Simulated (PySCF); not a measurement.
**Magnetisability: `[PH3]->[Al]([Cl])([Cl])[Cl]`, AlCl3H3P**

Geometry:
```
atom   x (Å)   y (Å)   z (Å)
 Al1  -0.006   0.011  -1.473
  P2   0.000  -0.002   1.138
  H3   0.673   0.970   1.852
  H4   0.525  -1.082   1.822
  H5  -1.178   0.072   1.856
 Cl6   2.026  -0.027  -1.728
 Cl7  -0.989   1.788  -1.731
 Cl8  -1.051  -1.730  -1.735
```

Computed, not measured: GIAO B3LYP/def2-SVP magnetisability, rotational g tensor and spin-rotation constants, non-relativistic, gas phase in PySCF 2.14.0. Geometry: GFN2-xTB.

(1) What are the magnetisability and the molar susceptibility?

(2) Split it along the inertial axes a, b, c into diamagnetic and paramagnetic parts about the centre of mass, with the quadrupole moment.

(3) And the rotational g tensor?

Answers

(1) Isotropic -1645 × 10⁻³⁰ J/T², or -99.1 × 10⁻⁶ cm³/mol; principal values -1650, -1650, -1634 × 10⁻³⁰ J/T², anisotropy 16 × 10⁻³⁰ J/T² (root of half the summed squared differences of the principal values). The susceptibility is in cgs units.

(2) 
```tsv
axis	χ (10⁻⁶ cm³/mol)	diamagnetic (10⁻⁶ cm³/mol)	paramagnetic (10⁻⁶ cm³/mol)	summed x² of all electrons (Å²)	quadrupole Θ (D Å)
a	-98.4	-1030.8	932.3	134.2	+14.41
b	-99.4	-1084.6	985.3	121.5	-7.20
c	-99.4	-1084.6	985.3	121.5	-7.20
```
Anisotropies 2χaa − χbb − χcc = +1.9 and 2χbb − χaa − χcc = -0.9 × 10⁻⁶ cm³/mol. Θ is traceless in Buckingham's convention.

(3) 
| axis | rotational constant (GHz) | g | nuclear part | electronic part |
| --- | --- | --- | --- | --- |
| a | 1.1568 | -0.0116 | 0.4951 | -0.5067 |
| b | 1.1346 | -0.0041 | 0.5211 | -0.5252 |
| c | 1.1341 | -0.0041 | 0.5208 | -0.5249 |

Prolate top; isotopes 27Al, 35Cl, 1H, 31P; no vibrational averaging.
